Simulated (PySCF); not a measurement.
Ga2(mu-NH2)2(H)4, H8Ga2N2, singlet (CAM-B3LYP/def2-SVP optimised geometry):

```
12

Ga    -1.072    -1.011     0.000
Ga     1.080     1.003     0.000
N     -0.939     1.003    -0.019
H     -1.365     1.459     0.788
H     -1.347     1.439    -0.847
H     -1.599    -1.518    -1.385
H     -1.598    -1.491     1.395
N      0.947    -1.011     0.000
H      1.365    -1.459     0.816
H      1.362    -1.455    -0.819
H      1.620     1.496    -1.385
H      1.593     1.496     1.395
```

Calculation: PySCF with CAM-B3LYP/def2-TZVP.

Task: What are the frontier orbital energies and the dipole moment?

Result: HOMO-2 -9.53 eV, HOMO-1 -9.49 eV, HOMO -9.23 eV, LUMO 0.65 eV, LUMO+1 1.29 eV; dipole moment 0.04 D.

On the same geometry PBE/def2-TZVP in PySCF 2.14.0 gives HOMO-2 -6.85 eV, HOMO-1 -6.82 eV, HOMO -6.56 eV, LUMO -0.93 eV, LUMO+1 -0.34 eV; dipole moment 0.04 D.

Meta-Löwdin charges at CAM-B3LYP/def2-TZVP: Ga1 0.31, Ga2 0.31, N3 -0.58, H4 0.24, H5 0.24, H6 -0.10, H7 -0.10, N8 -0.58, H9 0.24, H10 0.24, H11 -0.10, H12 -0.10.
